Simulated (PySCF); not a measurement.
C₃H₄O₂Si.

```xyz
10

C     -0.6459    -2.8829     0.0000
C     -0.0002    -1.8518     0.0000
Si     0.9649    -0.2998     0.0000
C     -0.1570     1.2659     0.0000
O      0.3260     2.3689     0.0000
O     -1.4742     1.0445     0.0000
H     -1.2199    -3.7929     0.0000
H      1.8107    -0.2109     1.2211
H      1.8107    -0.2109    -1.2211
H     -1.9058     1.9176     0.0000
```

Geometry optimised at PBE0-D3(BJ)/def2-SVP. This is a generated structure with no PubChem entry under its InChIKey; it may be hypothetical. One conformer was computed; it need not be the lowest.

Method: PBE/pcSseg-1 run with PySCF. Non-relativistic, no solvent.

Computed absolute GIAO shielding of each atom: isotropic value and principal components (ppm):
```csv
atom,σ(iso),σ11,σ22,σ33,span
C1,77.0,-7.3,-4.6,242.8,250.0
C2,100.3,4.4,10.9,285.7,281.3
Si3,428.4,415.2,416.6,453.5,38.3
C4,4.2,-90.8,31.0,72.5,163.2
O5,-168.2,-459.9,-253.8,209.2,669.1
O6,75.2,-102.9,116.6,212.0,314.9
H7,28.8,24.1,24.3,38.1,14.0
H8,26.7,23.4,25.5,31.1,7.8
H9,26.7,23.4,25.5,31.1,7.8
H10,24.9,18.7,24.3,31.7,13.0
```
